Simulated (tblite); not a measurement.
Species: C3H4N2OS.
Cartesian coordinates in Å at the GFN2-xTB level; atoms count from 1:
```
atom  x, y, z in Å
C1    -1.8264   -0.1491   -0.4162
O2    -0.8593    0.6659    0.2242
C3     0.3941    0.2037    0.1837
C4     1.4805    0.8457    0.7516
S5     2.8542   -0.1105    0.4482
N6     1.9609   -1.2327   -0.3633
N7     0.7328   -0.9505   -0.4217
H8    -1.8646   -1.1392    0.0438
H9    -2.7770    0.3638   -0.2881
H10   -1.5958   -0.2621   -1.4780
H11    1.5061    1.7676    1.2899
```

Computed with GFN2-xTB (tblite): harmonic, unscaled wavenumbers at the GFN2-xTB geometry, gas phase. This tight-binding method is rough: wavenumbers can miss measured ones by several per cent, in bad cases by 10 to 20. One conformer, not necessarily the lowest.

Harmonic wavenumbers (cm⁻¹): 102.6, 137.9, 208.1, 277.3, 435.4, 496.4, 585.7, 666.4, 690.2, 711.8, 804.6, 881.4, 983.5, 1031.6, 1116.4, 1124.9, 1149.0, 1321.5, 1369.2, 1401.1, 1447.0, 1469.0, 1507.2, 2965.2, 2978.8, 3037.0, 3204.3.

A = 7224, B = 1575, C = 1304 MHz; mass 116.004 u (most abundant isotopes); point group Cs, symmetry number 1.

Question: Zero-point energy?

Answer: Half the sum of the wavenumbers: 16052 cm⁻¹ = 45.89 kcal/mol.

Question: What is S at 200 K and 1 bar for an ideal gas of classical rigid rotors and harmonic oscillators?

Answer: Translation 38.20, rotation 26.28, vibration 8.15: S = 72.6 cal/(mol K).

Question: And Cp and H(200 K) − H(0)?

Answer: Cp = 18.71 cal/(mol K), of which vibrations give 10.76 (their classical limit is 27 R = 53.7); H(200 K) − H(0) = 2.57 kcal/mol without the zero-point energy, 0.98 from vibrations.

Question: Blend soft modes into free rotors: weight 1/[1 + (100 cm⁻¹/ν̃)⁴] for the oscillator and the rest for a rotor with moment μB/(μ + B), μ = h/(8π²ν), B = 10⁻⁴⁴ kg m². What vibrational entropy results?

Answer: 8.10 cal/(mol K) in place of 8.15, which changes −T·S at 200 K by +0.01 kcal/mol.

Question: What must be added to the electronic energy to get the Gibbs energy at 200 K and 1 bar?

Answer: ZPE + [H(200 K) − H(0)] − T·S = 45.89 + 2.57 − 14.53 = 33.93 kcal/mol.

Hindered rotation and anharmonicity are outside this model. Other conformers, if any are populated, would add a mixing term that is left out.
